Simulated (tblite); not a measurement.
C5H5F3O2SSi.
Z-matrix (Å and degrees, GFN2-xTB geometry), rows numbered from 1:
```
O 
S   1  1.4296
O   2  1.4287  1  119.77
C   2  1.7392  1  110.09  3   133.46
C   4  1.3364  2  122.68  1  -159.42
C   5  1.4554  4  114.69  2  -178.90
C   6  1.3417  5  116.02  4    -0.22
Si  4  1.8890  2  125.40  1    21.73
C   2  1.8970  1  105.72  3  -119.20
F   9  1.3237  2  113.10  1    64.83
F   9  1.3362  2  109.42  1  -173.77
F   9  1.3381  2  109.49  1   -56.51
H   5  1.0794  4  123.75  2     1.42
H   6  1.0797  5  119.50  4   179.85
H   7  1.0769  6  121.53  5  -179.86
H   8  1.4591  4  111.57  2    65.15
H   8  1.4577  4  111.80  2   -67.03
```

Computed values, GFN2-xTB/tblite, gas phase, harmonic and unscaled. Against measured fundamentals such values can be off by several per cent, at times by over 20. Modes of hydrogen on silicon can be 10 to 20 % off. One conformer, not necessarily the lowest.

Harmonic wavenumbers (cm⁻¹): 26.2, 38.0, 55.5, 96.0, 130.9, 140.7, 195.5, 253.4, 271.8, 282.7, 318.6, 360.8, 366.7, 453.6, 472.5, 475.3, 487.9, 512.0, 548.7, 583.4, 611.2, 644.3, 660.3, 723.7, 749.8, 789.5, 890.1, 912.9, 982.1, 1029.7, 1078.6, 1086.1, 1112.7, 1126.4, 1160.9, 1218.7, 1286.0, 1298.2, 1535.0, 1618.4, 2305.2, 2319.0, 3078.7, 3089.2, 3109.2.

A = 1248, B = 535.4, C = 530.0 MHz; mass 213.973 u (most abundant isotopes); point group C1, symmetry number 1.

Q: Zero-point energy?

A: ½Σν̃ = 20243 cm⁻¹ = 242.16 kJ/mol.

Q: Entropy at 400 K, 1 bar (ideal gas, RRHO, classical rotation)?

A: Translation 181.88, rotation 134.14, vibration 236.98: S = 553.0 J/(mol K).

Q: And Cp and H(400 K) − H(0)?

A: Cp = 244.44 J/(mol K), of which vibrations give 211.18 (their classical limit is 45 R = 374.2); H(400 K) − H(0) = 59.89 kJ/mol without the zero-point energy, 46.58 from vibrations.

Q: How do the functions run with temperature in this model?

A: 
```json
{"T (K)": "150", "S (J/(mol K))": "375.2", "Cp (J/(mol K))": "126.3", "H − H(0) (kJ/mol)": "12.15", "G − H(0) (kJ/mol)": "-44.14", "ln q(vib)": "5.30"}
{"T (K)": "250", "S (J/(mol K))": "453.1", "Cp (J/(mol K))": "181.6", "H − H(0) (kJ/mol)": "27.62", "G − H(0) (kJ/mol)": "-85.64", "ln q(vib)": "9.07"}
{"T (K)": "298.15", "S (J/(mol K))": "487.1", "Cp (J/(mol K))": "204.5", "H − H(0) (kJ/mol)": "36.93", "G − H(0) (kJ/mol)": "-108.29", "ln q(vib)": "10.85"}
{"T (K)": "600", "S (J/(mol K))": "662.9", "Cp (J/(mol K))": "296.3", "H − H(0) (kJ/mol)": "114.44", "G − H(0) (kJ/mol)": "-283.30", "ln q(vib)": "21.16"}
{"T (K)": "900", "S (J/(mol K))": "791.9", "Cp (J/(mol K))": "338.2", "H − H(0) (kJ/mol)": "210.32", "G − H(0) (kJ/mol)": "-502.40", "ln q(vib)": "29.88"}
```

q(vib) and H(0) count from the zero-point level.

Q: Which modes carry the vibrational entropy at 400 K?

A: 26.2 cm⁻¹: 27.96; 38.0 cm⁻¹: 24.87; 55.5 cm⁻¹: 21.73; 96.0 cm⁻¹: 17.20; 130.9 cm⁻¹: 14.65; 140.7 cm⁻¹: 14.07 J/(mol K); the other 39 give 116.51 together.

Hindered rotation and anharmonicity are outside this model. Other conformers, if any are populated, would add a mixing term that is left out. The structure is chiral; the term R ln 2 for an equal mix with its mirror image is left out.
